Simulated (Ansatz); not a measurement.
Ideal-gas functions of BrF₂Si, SMILES `F[Si](F)Br` radical at 298.15 K and 1 bar, from an Ansatz frequency run at PBE0-D4/def2-TZVP.

Molar mass 145.99 g/mol, point group Cs (symmetry number 1), electronic degeneracy 2, moments of inertia 68.782, 249.217, 303.302 u Å². Harmonic wavenumbers (cm⁻¹, unscaled): 183, 222, 336, 454, 872, 945.

Use S(trans) = R[1.5 ln M + 2.5 ln T − 1.1517]; rotational temperatures θ = 24.2544 K / I; S(rot) = R[ln(√π/σ · √(T³/θAθBθC)) + 1.5]; for each mode x = 1.438777 ν̃/T, S = R[x/(eˣ − 1) − ln(1 − e⁻ˣ)] and H = RT x/(eˣ − 1); 1 cm⁻¹ = 0.0119627 kJ/mol; R = 8.31446 J/(mol·K).

By hand: the entropy, in J/(mol·K).

Translation 171.0. Rotation: θ = 0.3526, 0.0973, 0.08 K, giving 112.8. Vibration, mode by mode: 9.61, 8.13, 5.15, 3.28, 0.65, 0.49, in all 27.3. Electronic 5.8. Sum 316.9 J/(mol·K).

By hand: H − E and G − E in kJ/mol, counted from the electronic energy.

Zero-point energy ½ × 3012 × 0.0119627 = 18.0; thermal vibration 4.9; translation, rotation and pV give 4 RT = 9.9. H − E = 32.8 kJ/mol, and G − E = 32.8 − 298.15 × 316.9/1000 = -61.7 kJ/mol.

Vibration gives 9 % of the entropy.
